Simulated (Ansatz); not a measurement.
Ansatz results at the PBE0-D4/def2-TZVP geometry: HOMO–LUMO gap (ωB97M-V/def2-TZVPP) 10.10 eV; size of the dipole moment (PBE/def2-TZVPP) 1.18 D; HOMO energy (PBE0/def2-TZVPP) -6.39 eV.

Each molecule was computed in one conformer, which needn't be the lowest.

Problem. Which molecule gave them?
A. `[SiH3][NH][GaH][SiH3]`
B. `B[Si](C)(N)O`
C. `C=C(N)CBr`
D. `O=[C]1[CH2][AlH]1`

Solution. C. The others give `O=[C]1[CH2][AlH]1`: 7.73, 3.03, -5.91; `[SiH3][NH][GaH][SiH3]`: 10.01, 0.81, -7.62; `B[Si](C)(N)O`: 9.63, 2.32, -7.26.
